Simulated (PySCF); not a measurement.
Ionisation energy of Tl⁴⁴⁺ by level of theory

Tl⁴⁴⁺ [Kr] 4d1 [4d3/2^1, M_J = 3/2] → Tl⁴⁵⁺ [Kr], as a difference of total energies. Calculation: PySCF 2.14, in an uncontracted even-tempered set (16 s from 5.8 bohr⁻², ratio 2.8; 14 p from 7.5 bohr⁻², ratio 2.8; 9 d from 7.5 bohr⁻², ratio 2.8; 3 f from 27 bohr⁻², ratio 3); the two-component X2C-1e Hamiltonian. Correlated levels: [Ar] 3d10 frozen; the 96 highest virtual spinors dropped. "Screened" scales the spin-orbit matrix elements by Boettger's factors to mimic the two-electron term; Breit and QED terms are absent.

| method | ionisation energy (eV) |
| --- | --- |
| GHF (spin-free) | 2185.1 |
| GMP2 (spin-free) | 2185.0 |
| GHF (screened spin-orbit) | 2203.9 |
| GMP2 (screened spin-orbit) | 2203.9 |

Breit and QED terms and the two-electron picture change are absent.

The spin-free rows lack the spin-orbit shift.

For comparison: 2202 ± 4 eV (theoretical estimate listed by NIST; NIST Atomic Spectra Database, ionization energies).
